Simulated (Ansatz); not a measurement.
`CC[Se][SiH3]` + `[NH2][AlH2]` → `CC[NH][AlH2]` + `[SiH3][SeH]` at 400 K and 1 bar (substitution at a C–Se bond).

Gas-phase electronic energies from Ansatz, PBE0-D4/def2-TZVP geometries. CBS: MP2 limit from def2 TZ/QZ plus the TZ coupled-cluster correction, frozen cores. This one scheme is used for every species. For Se outer-core shells are correlated without core-valence functions, which leaves a few kJ/mol of doubt a bond. Scalar relativity is left out up to krypton. One conformer a species, not always the lowest.

| species | CCSD(T)/CBS energy (Eh) | H − E (kJ/mol) | S (J/(mol·K)) |
| --- | --- | --- | --- |
| `CC[Se][SiH3]` | -2770.72164 | 274.0 | 396.1 |
| `[NH2][AlH2]` | -299.14566 | 122.0 | 272.0 |
| `CC[NH][AlH2]` | -377.65408 | 283.5 | 356.8 |
| `[SiH3][SeH]` | -2692.20088 | 107.1 | 307.6 |

H − E and S are ideal-gas, rigid-rotor, harmonic terms from PBE0-D4/def2-TZVP, for one conformer and one mirror image of each species. 1 Eh = 2625.50 kJ/mol, R = 8.31446 J/(mol·K).

By hand: ΔE, ΔH, ΔS and ΔG.

ΔE = (-377.65408) + (-2692.20088) − (-2770.72164) − (-299.14566) = 0.01234 Eh = 32.4 kJ/mol. Δ(H − E) = 283.5 + 107.1 − 274.0 − 122.0 = -5.4, so ΔH = 27.0 kJ/mol. ΔS = 356.8 + 307.6 − 396.1 − 272.0 = -3.7 J/(mol·K). ΔG = 27.0 − 400 × (-3.7)/1000 = 28.5 kJ/mol.

By hand: the equilibrium constant, and the temperature at which ΔG would vanish if ΔH and ΔS stayed fixed.

log₁₀ K = −ΔG/(RT ln 10) = -3.7. ΔH and −TΔS have one sign here, so there is no such temperature. One of them is within its doubt of zero, so this could turn.

The number of gas molecules stays the same, so ΔS is small and ΔH decides. A doubt of 5 kJ/mol in ΔE shifts log₁₀ K by 0.7 here. Other conformers and mirror images would add mixing entropy, several J/(mol·K) or more a flexible species. Modes under 60 cm⁻¹, often nearly free rotors, make the harmonic entropy too high. These are equilibria of isolated gas molecules and say nothing of rates. Largest T1 diagnostic: 0.011 (customary marks: 0.02 for closed shells, 0.045 for open ones).
